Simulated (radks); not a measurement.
Problem. The rhodium ion Rh4+, [Kr] 4d5. Method: non-relativistic Kohn-Sham, r2SCAN, spin-polarised, spherical densities, point nucleus; meta-GGA in the generalised Kohn-Sham scheme; computed with a radial shooting solver on a logarithmic mesh with Libxc functionals. Every spin shell is full or empty, so the densities are truly spherical. Functionals are evaluated on that one density, not self-consistently. Rank these exchange functionals by their error against the exact value of the orbitals, and give that value: LDA, B88, revPBE, RPBE, PW91, WC, B86b, APBE, revTPSS, SCAN, MS2, Tao-Mo.

Solution. Exact: -132.667 hartree. From best to worst, with 100 (|E| - |E exact|)/|E exact| (equal figures are ties): B88 -0.03, B86b -0.06, PW91 -0.08, SCAN +0.17, APBE +0.27, RPBE -0.28, revPBE -0.33, MS2 -0.58, Tao-Mo -0.82, revTPSS -0.94, WC -0.97, LDA -5.17.
